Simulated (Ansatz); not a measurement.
The cluster CaSi₂, relaxed as a quintet with UKS PBE-D4/def2-TZVP in Ansatz, starting from the PBE-D4/def2-TZVP geometry of the neutral singlet. Force threshold 0.02 eV/Å.

At PBE-D4/def2-TZVP a singlet of charge 0 lies 2.31 eV below the quintet, each at its own geometry. The structure comes from a short search, and lower isomers may exist.

Start:

| atom | x (Å) | y (Å) | z (Å) |
| --- | --- | --- | --- |
| Ca1 | -0.927 | -1.314 | -0.431 |
| Si2 | 0.808 | 0.124 | 1.097 |
| Si3 | 0.119 | 1.190 | -0.666 |

```tsv
step	energy (eV)	largest force component (eV/Å)	SCF passes
1	-34175.2976	1.899	102
2	-34175.6391	0.520	38
3	-34175.6584	0.083	28
4	-34175.6596	0.010	29
```

Force components are those of the run's own axes.

End:

Cartesian coordinates in Å:
```
Ca -1.0547 -1.4940 -0.4906
Si 0.8908 0.1852 1.1746
Si 0.1638 1.3088 -0.6840
```

By distances, no bond broke or formed. The bond that changes most is Ca1–Si2, from 2.72 to 3.06 Å (atoms count from 1).

No frequencies were taken in this run, so the end may be a saddle point.

Hardware: 4 threads of Arm Neoverse V1 on a shared host. Wall time 6.5 s.
